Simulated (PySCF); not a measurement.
Compound: C7H14F2.
Atom-mapped SMILES: `[CH3:1][CH:2]([CH3:3])[CH2:4][C@:5]([CH3:6])([F:7])[CH2:8][F:9]` (hydrogens: H10, H11, H12 on C1; H13 on C2; H14, H15, H16 on C3; H17, H18 on C4; H19, H20, H21 on C6; H22, H23 on C8)

Theory: PBE0-D3(BJ)/def2-SVP geometry optimisation, gas phase in PySCF 2.14.0.

Task: What internal coordinates does the optimisation give?

Result: 
| bond | length (pm) | order |
| --- | --- | --- |
| C1–C2 | 152.6 | single |
| C2–C3 | 152.6 | single |
| C2–C4 | 153.3 | single |
| C4–C5 | 152.7 | single |
| C5–C6 | 151.7 | single |
| C5–F7 | 139.6 | single |
| C5–C8 | 151.8 | single |
| C8–F9 | 137.0 | single |
| C1–H10, C1–H11, C1–H12 | 110.0 | single |
| C2–H13 | 110.6 | single |
| C3–H14, C3–H15, C3–H16 | 110.2 | single |
| C4–H17 | 110.4 | single |
| C4–H18 | 110.3 | single |
| C6–H19, C6–H20, C6–H21 | 109.9 | single |
| C8–H22 | 110.4 | single |
| C8–H23 | 110.1 | single |

Bonds in one row agree within 1 pm and their mean is given. Orders are formal, as drawn. A selection of angles:
| angle | degrees |
| --- | --- |
| C2–C1–H10 | 110.4 |
| C2–C1–H11 | 112.4 |
| H10–C1–H11 | 107.0 |
| C1–C2–C3 | 110.6 |
| C1–C2–C4 | 113.2 |
| C1–C2–H13 | 108.1 |
| C3–C2–C4 | 109.4 |
| C3–C2–H13 | 107.0 |
| C4–C2–H13 | 108.4 |
| C2–C3–H14 | 111.2 |
| H14–C3–H15 | 107.8 |
| C2–C4–C5 | 118.6 |
| C2–C4–H17 | 109.0 |
| C2–C4–H18 | 108.6 |
| C5–C4–H17 | 106.7 |
| C5–C4–H18 | 107.3 |
| H17–C4–H18 | 106.0 |
| C4–C5–C6 | 111.5 |
| C4–C5–F7 | 108.7 |
| C4–C5–C8 | 111.5 |
| C6–C5–F7 | 106.5 |
| C6–C5–C8 | 111.4 |
| F7–C5–C8 | 107.1 |
| C5–C6–H19 | 109.5 |
| C5–C6–H20 | 111.2 |
| H19–C6–H20 | 108.7 |
| C5–C8–F9 | 111.4 |
| C5–C8–H22 | 109.6 |
| C5–C8–H23 | 109.8 |
| F9–C8–H22 | 108.7 |
| F9–C8–H23 | 108.4 |
| H22–C8–H23 | 108.9 |

Dihedral angles: C1–C2–C4–C5 -62° (synclinal); C2–C4–C5–C6 -175° (antiperiplanar); C4–C5–C8–F9 -170° (antiperiplanar).

The C–F distances run from 1.370 Å (C8–F9, drawn single) to 1.396 Å (C5–F7, drawn single), a spread of 0.026 Å. Of the pairs four or more bonds apart, F7···H11 is among the closest relative to their van der Waals radii: 2.36 Å, 89 % of the sum of Bondi's values.

Point group: C1 (no symmetry element, even within 0.4 Å). PBE0-D3(BJ)/def2-SVP frequencies: not computed here. One conformer, not necessarily the lowest.
